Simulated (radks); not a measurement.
Initial-state core-level shifts of the samarium ion Sm2+ when its valence configuration changes from [Xe] 4f6. Calculated with a radial shooting solver on a logarithmic mesh with Libxc functionals: Dirac Kohn-Sham, LDA (Slater exchange, Perdew-Wang correlation), spin-unpolarised, spherical densities, point nucleus; open shells fill j = l - 1/2 first. Shifts are changes of the shell-averaged eigenvalues in eV (positive: less bound).

valence               2p       4p       5s       5p
4f5 5d1           -6.842   -7.209   -3.503   -2.834
4f5 6p1          -10.599  -10.895   -7.090   -6.208
4f5 6s1           -9.627   -9.920   -6.130   -5.284
4f4 5d2          -14.841  -15.463   -7.166   -5.758
4f3 5d2 6p1      -27.868  -28.474  -14.585  -12.189
4f3.5 5d2.5      -19.195  -19.884   -9.006   -7.214
4f3.5 5d1.5 6s1  -22.283  -22.872  -11.790   -9.810
4f3.5 5d1.5 6p1  -23.224  -23.820  -12.710  -10.702
4f4 5d1 6p1      -18.785  -19.322  -10.829   -9.205
